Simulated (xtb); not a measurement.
CdCl, SMILES [Cl][Cd+], charge +1. All values are semi-empirical tight-binding results from xtb (GFN2-xTB unless named), good for trends rather than for accurate numbers. The structure is a stationary point at GFN2-xTB. The spin state was assumed, not searched.

For metal compounds this method's bond lengths and energies can be far off.

Computed properties:
```yaml
point_group_as_xtb_finds_it: C∞v
orbital_gap: 2.15 eV
```
